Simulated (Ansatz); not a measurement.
System: C$_{4}$H$_{9}$O, net charge 1, singlet state. It need not be the lowest isomer of its formula. 
Structure (B3LYP-D3(BJ)/def2-TZVP (Ansatz, an electronic-structure program) minimum search):
```xyz
14

C     -2.3456    -0.2762    -0.0229
C     -0.9500     0.3231    -0.1730
C      0.1266    -0.6673     0.2581
C      1.5082    -0.2570     0.1783
O      1.8181     0.8980    -0.2397
H     -2.4642    -1.1692    -0.6390
H     -3.0988     0.4452    -0.3351
H     -2.5536    -0.5470     1.0138
H     -0.8609     1.2308     0.4275
H     -0.7724     0.6143    -1.2104
H     -0.0028    -1.0244     1.2976
H      0.0834    -1.6244    -0.2961
H      2.3123    -0.9333     0.4764
H      2.7769     1.0883    -0.2595
```
Charge +1, spin multiplicity 1.

Basis-set convergence of Hartree-Fock and CCSD correlation energies (hartree) with Ansatz. Valence correlation only, unless marked. No spin-orbit coupling. Non-relativistic.

```json
[
 {"basis": "cc-pVDZ", "functions": "115", "E(HF)": "-231.32573", "E(corr, CCSD)": "-0.79130"},
 {"basis": "cc-pVTZ", "functions": "276", "E(HF)": "-231.39358", "E(corr, CCSD)": "-0.94860"},
 {"basis": "cc-pVQZ", "functions": "545", "E(HF)": "-231.40932", "E(corr, CCSD)": "-0.99793"}
]
```

Extrapolating the two largest sets (X = 3 and 4) as X^-3: E(corr) = (64·(-0.99793) - 27·(-0.94860))/37 = -1.0339 Eh, an estimate of the basis-set limit. The largest set recovers 96.5 % of it, the smallest 76.5 %.
